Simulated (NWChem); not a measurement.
CClF, singlet; SMILES [C](Cl)F

Program: NWChem. Pople sets run with spherical d functions. Low-valent species are run as closed-shell singlets; no triplet was tried in these runs. All runs use the structure optimised with B3LYP/6-31G* (spherical d). Static field.

### Question
Order these runs by computing time, cheapest first, and give rough ratios: PBE0/aug-cc-pVTZ; PBE0/def2-SVPD; PBE0/aug-cc-pVDZ; PBE0/def2-SVP.

### Answer
PBE0/def2-SVP (1), PBE0/def2-SVPD (3), PBE0/aug-cc-pVDZ (10), PBE0/aug-cc-pVTZ (60). Ratios are rough, from one shared machine; the cheapest took very roughly 6 core-seconds. What differs between the cheapest and the dearest: isotropic polarisability (bohr³) 20.3 → 30.5; anisotropy (bohr³) 18.4 → 17.3.
